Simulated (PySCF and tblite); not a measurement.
Values are calculated unless marked as measured or tabulated.
Barrier and rate of a rotation

System: C6H8O2, numbered as in [CH2:1]=[CH:2][O:3]/[CH:4]=[C:5](\[CH3:6])[CH:7]=[O:8].

Motion: rotation about the C4–O3 bond (torsion C5–C4–O3–C2 from -180° to -23°, rising). Level: PBE0/pcSseg-1 + D3(BJ) on GFN2-xTB stationary points, with GFN2-xTB thermal terms. Rate constants are transition-state-theory values, counting equivalent paths, without tunnelling. Programs: tblite and PySCF.

| point | symmetry | E(GFN2) kcal/mol | E(DFT) kcal/mol | ZPE change kcal/mol | lowest mode cm⁻¹ | dipole D |
| --- | --- | --- | --- | --- | --- | --- |
| start | Cs | 0.0 | 0.0 | 0.00 | 68 | 2.70 |
| saddle | C1 | 8.4 | 6.5 | -0.59 | 161i | 2.74 |
| end | C1 | 3.5 | 4.1 | 0.34 | 64 | 3.88 |

```
Electronic barrier                                      : 6.5 kcal/mol
Barrier with zero-point energy                          : 6.0 kcal/mol
ΔH‡ (298 K)                                             : 5.6 kcal/mol
ΔS‡ (298 K, symmetry apart)                             : -2.3 cal/(mol K)
Paths                                                   : 2 equivalent paths
End point                                               : a different minimum
Mean lifetime of the start against this motion at 298 K : 3.4 ns
Cost                                                    : 79 s on 1 thread of Arm Neoverse V1, on a host shared with other jobs (rough), peak memory 0.81 GiB, launched as `OMP_NUM_THREADS=1 python ens_run.py task.json out`
```

```json
{"T/K": "150", "ΔG‡ kcal/mol": "6.1", "k s⁻¹": "9410", "ΔG kcal/mol": "4.6", "k back s⁻¹": "2.5×10¹⁰"}
{"T/K": "200", "ΔG‡ kcal/mol": "6.1", "k s⁻¹": "1.7×10⁶", "ΔG kcal/mol": "4.7", "k back s⁻¹": "1.2×10¹¹"}
{"T/K": "250", "ΔG‡ kcal/mol": "6.2", "k s⁻¹": "3.8×10⁷", "ΔG kcal/mol": "4.8", "k back s⁻¹": "3×10¹¹"}
{"T/K": "298", "ΔG‡ kcal/mol": "6.3", "k s⁻¹": "2.9×10⁸", "ΔG kcal/mol": "4.9", "k back s⁻¹": "5.6×10¹¹"}
{"T/K": "350", "ΔG‡ kcal/mol": "6.4", "k s⁻¹": "1.4×10⁹", "ΔG kcal/mol": "5.0", "k back s⁻¹": "9×10¹¹"}
{"T/K": "400", "ΔG‡ kcal/mol": "6.6", "k s⁻¹": "4.3×10⁹", "ΔG kcal/mol": "5.1", "k back s⁻¹": "1.3×10¹²"}
{"T/K": "500", "ΔG‡ kcal/mol": "6.8", "k s⁻¹": "2.1×10¹⁰", "ΔG kcal/mol": "5.2", "k back s⁻¹": "2.1×10¹²"}
```

ΔG and ΔG‡ leave out symmetry numbers and mirror images; rates count paths: 2 out, 1 back.
